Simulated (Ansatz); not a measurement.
Consider the hydrogenolysis of the Al–C bond: `F[CH2][AlH][Br]` + H₂ → `[AlH2][Br]` + `CF`.

Program: Ansatz. Geometries: PBE0-D4/def2-TZVP. ΔE: electronic, gas phase. CCSD(T)/CBS adds triple-zeta CCSD(T) − MP2 to the extrapolated MP2 energy (def2 sets, frozen cores). This one scheme is used for every species. DFT in def2-TZVPP. HSE06 is defined as in plane-wave codes. For Br outer-core shells are correlated without core-valence functions, which leaves a few kJ/mol of doubt a bond. Scalar relativity is left out up to krypton. Each species was taken in one conformer, which may not be the lowest.

`F[CH2][AlH][Br]`:

```xyz
7

F    -0.230   -1.639   -0.893
C    -0.482   -0.279   -0.757
Al    0.442    0.531    0.791
Br    1.732   -0.758    2.106
H    -1.569   -0.140   -0.678
H    -0.184    0.218   -1.691
H     0.291    2.067    1.122
```

H₂:

Cartesian coordinates in Å:
```
H 0.098 -0.258 -0.251
H -0.098 0.258 0.251
```

`[AlH2][Br]`:

Cartesian coordinates in Å:
```
Al -0.029 -0.021 0.196
Br 0.295 0.213 -2.025
H -0.332 1.282 1.030
H 0.066 -1.474 0.798
```

`CF`:

Cartesian coordinates in Å:
```
C 0.043 0.043 -0.008
F -0.925 -0.919 0.171
H 0.810 -0.075 0.761
H -0.416 1.031 0.074
H 0.488 -0.079 -0.998
```

**Question.** Is it downhill or uphill in electronic energy at CCSD(T)/CBS, and by how much? (Estimate.)

**Answer.** Ansatz gave: Downhill: ΔE = -0.45 eV.

**Question.** What do these levels give: LDA (SPW92), B97M-V, r2SCAN0-D4, HSE06, BHLYP, RPA@PBE/def2-TZVPP? (Estimate.)

**Answer.** The calculation gave: LDA (SPW92) -0.37, B97M-V -0.55, r2SCAN0-D4 -0.46, HSE06 -0.48, BHLYP -0.59, RPA@PBE/def2-TZVPP -0.50 eV.

Largest T1 diagnostic among the species: 0.009.

Leaving LDA and LC-ωPBE aside and taking each functional with its dispersion term where it has one, the values, not all of them listed here, spread over 0.21 eV, from B97M-V to revPBE-D4. LDA lies +0.04 eV from PBE without D4. From BLYP to BHLYP (50 % exact exchange), in def2-TZVPP and without D4, ΔE moves by −0.13 eV. In def2-TZVPP, CCSD(T) changes the Hartree–Fock value by +0.27 eV (the triples alone add +0.05 eV) and MP2 by +0.30 eV.
